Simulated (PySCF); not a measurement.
## How methods differ on the ionisation energy of Tc²⁺

Tc²⁺ [Kr] 4d5 (6S) → Tc³⁺ [Kr] 4d4 (5D), as a difference of total energies. Computed with PySCF 2.14 in aug-cc-pwCVDZ-PP with ECP28MDF (6s6p5d3f, 70 functions), with scalar relativity through the core potential. Correlated levels: valence and next inner shell: nothing frozen outside the core potential. The calculations carry no spin-orbit coupling.

```json
{"method": "UHF", "ionisation energy (eV)": "28.827"}
{"method": "MP2 (valence and next inner shell)", "ionisation energy (eV)": "29.662"}
{"method": "SCS-MP2 (valence and next inner shell)", "ionisation energy (eV)": "29.323"}
{"method": "CCSD (valence and next inner shell)", "ionisation energy (eV)": "29.479"}
{"method": "CCSD(T) (valence and next inner shell)", "ionisation energy (eV)": "29.505"}
```

**Question.** How much does correlation contribute at CCSD(T) (valence and next inner shell)?

**Answer.** 29.505 − (28.827) = 0.678 eV, measured against UHF.

The reference lies between the lowest fine-structure levels, while these numbers refer to the centres of the terms.

Errors of the correlated levels include the incompleteness of this basis.

For comparison: 29.55 eV (semi-empirical (NIST evaluation); NIST Atomic Spectra Database, ionization energies).
